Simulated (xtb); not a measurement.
CHCl2 (SMILES Cl[CH-]Cl), charge -1, singlet, at a GFN2-xTB geometry, atoms displaced at random by about 0.1 Å a coordinate. Base run: xtb with GFN2-xTB.

Here is a job for xtb.
```
$ xtb mol.xyz --gfn 2 --chrg -1 --opt --json

# file mol.xyz
4

C      0.13812105     0.00470566     0.92195982
Cl    -0.16243442     1.36870261    -0.16780793
Cl     0.03464874    -1.32633772    -0.09014367
H      0.87484162    -0.00514390     1.55029113
```

The base run was repeated with changes; each row names its change, and settings that it needs were set with it.

```tsv
change	ΔE vs base (kJ/mol)	optimiser steps
base	0.00	9
opt level = lax	0.02	7
opt level = vtight	0.00	11
opt level = sloppy	0.02	7
alpb = cs2	___	9
opt level = extreme	0.00	11
opt level = tight	0.00	10
engine = lbfgs	0.00	-
opt level = crude	0.03	6
engine = inertial	0.01	-
```

Problem. Complete the blanks.

Solution. 
- alpb = cs2, ΔE vs base (kJ/mol): -173.8
